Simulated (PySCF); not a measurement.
CsF, SMILES [F][Cs]. The structure is a stationary point at PBE-D3(BJ)/def2-TZVPD. The def2 effective core potentials stand for the cores of Cs; spin–orbit coupling is left out.

The numbers are results of PBE-D3(BJ)/def2-TZVPD in PySCF, not measurements.

Harmonic wavenumbers (cm⁻¹): 346. Rotational constants (GHz): 5.267 (linear); symmetry number 1.

Problem. Work out the zero-point energy and the ideal-gas rigid-rotor harmonic-oscillator thermochemistry at 298.15 K and 1 atm.

Solution. ZPE = ½ Σ hcν = ½ × 346 cm⁻¹ = 0.49 kcal/mol. H − E(el) = 2.80 kcal/mol. Entropy in cal/(mol K): translation 40.96, rotation 16.04, vibration 1.18, total 58.19. G − E(el) = -14.55 kcal/mol. Cp = 8.54 cal/(mol K).
